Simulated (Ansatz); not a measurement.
Compare A (`C=[C](O)[SnH2][AlH2]`) with its isomer B (`C=C[O][AlH][SnH3]`).

Program: Ansatz. Geometries: PBE0-D4/def2-TZVP. ΔE: electronic, gas phase. CBS: MP2 limit from def2 TZ/QZ plus the TZ coupled-cluster correction, frozen cores. DFT in def2-TZVPP. B3LYP here is the variant with VWN-RPA as its local correlation; programs differ in this. def2 core potentials past Kr. For Sn outer-core shells are correlated without core-valence functions, which leaves a few kJ/mol of doubt a bond. Each species was taken in one conformer, which may not be the lowest.

A:

```xyz
12

C    -1.1576   -0.0140    0.8468
C     0.1716    0.3410    0.8074
O     0.4634    1.6083    1.0922
Sn    1.4700   -0.9108   -0.5206
Al   -0.9573   -0.1496   -1.3819
H    -1.9047    0.6600    1.2588
H    -1.3921   -1.0759    0.8571
H     1.3999    1.7697    0.9368
H     1.8675   -2.2914    0.4143
H     2.8922    0.0643   -0.5049
H    -1.9843   -1.2923   -1.7701
H    -0.8687    1.2906   -2.0360
```

B:

Z-matrix (Å, degrees):
```
Sn
Al 1 2.644
H 1 1.710 2 111.5
H 1 1.709 2 112.2 3 119.7
H 1 1.711 2 112.4 3 -119.6
O 2 1.704 1 113.1 3 -69.6
H 2 1.584 1 128.3 3 109.2
C 6 1.344 2 135.6 1 -173.6
C 8 1.327 6 125.8 2 41.9
H 8 1.088 6 113.1 2 -139.5
H 9 1.081 8 119.7 6 179.2
H 9 1.084 8 122.1 6 -0.4
```

Problem. Which is lower in electronic energy at CCSD(T)/CBS, and by how much? (An estimate is asked.)

Solution. Computed: B, by 32.8 kcal/mol.

Problem. Give E(B) − E(A) in kcal/mol with CCSD/def2-TZVPP, MP2/def2-TZVPP, HF/def2-TZVPP, B3LYP-D4, r2SCAN-D4, B3LYP, ωB97M-V. (Best estimate.)

Solution. Ansatz gave: CCSD/def2-TZVPP -36.1, MP2/def2-TZVPP -32.5, HF/def2-TZVPP -45.1, B3LYP-D4 -34.6, r2SCAN-D4 -30.0, B3LYP -37.1, ωB97M-V -32.0. None reverses the order clearly.

Largest T1 diagnostic: 0.015.

In def2-TZVPP, CCSD(T) changes the Hartree–Fock value by +11.3 kcal/mol (the triples alone add +2.4 kcal/mol) and MP2 by +12.6 kcal/mol. The D4 term adds +2.4 kcal/mol with B3LYP and +1.2 kcal/mol with PBE0; it sums over pairs of atoms, weighted by their polarisabilities, and B3LYP, whose exchange is more repulsive, gets the larger term.
